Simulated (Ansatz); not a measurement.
H3BNO, SMILES `N[B-]O` (lower singlet; N–B–O–H torsion 0°) (charge -1, multiplicity 1). This singlet lies 0.75 eV below the relaxed triplet at the level frozen-core CCSD(T)/aug-cc-pVTZ // B3LYP-D3(BJ)/def2-TZVPD (Ansatz, an electronic-structure program).

Cartesian coordinates (Å):
```xyz
6

N     -0.8170     0.1081     0.0738
B      0.3842     0.8359     0.3206
O      1.5647     0.1737     0.0113
H     -0.8045    -0.8505    -0.3112
H     -1.7341     0.4706     0.2536
H      1.4066    -0.7378    -0.3481
```
Charge -1, spin multiplicity 1.

Frozen-core energies in aug-cc-pVDZ from Ansatz at a geometry from B3LYP-D3(BJ)/def2-TZVPD; the HF reference has <S^2> = 0.00 (restricted, and unstable towards unrestricted orbitals) and the T1 diagnostic is 0.031.

```json
[
 {"level": "HF", "energy (Ha)": "-155.75299", "difference from CCSDT(Q) (mHa)": "537.39"},
 {"level": "MP2", "energy (Ha)": "-156.24839", "difference from CCSDT(Q) (mHa)": "41.99"},
 {"level": "CCSD", "energy (Ha)": "-156.26746", "difference from CCSDT(Q) (mHa)": "22.92"},
 {"level": "CCSD(T)", "energy (Ha)": "-156.28783", "difference from CCSDT(Q) (mHa)": "2.55"},
 {"level": "CCSDT", "energy (Ha)": "-156.28849", "difference from CCSDT(Q) (mHa)": "1.89"},
 {"level": "CCSDT(Q)", "energy (Ha)": "-156.29038", "difference from CCSDT(Q) (mHa)": "0.00"}
]
```
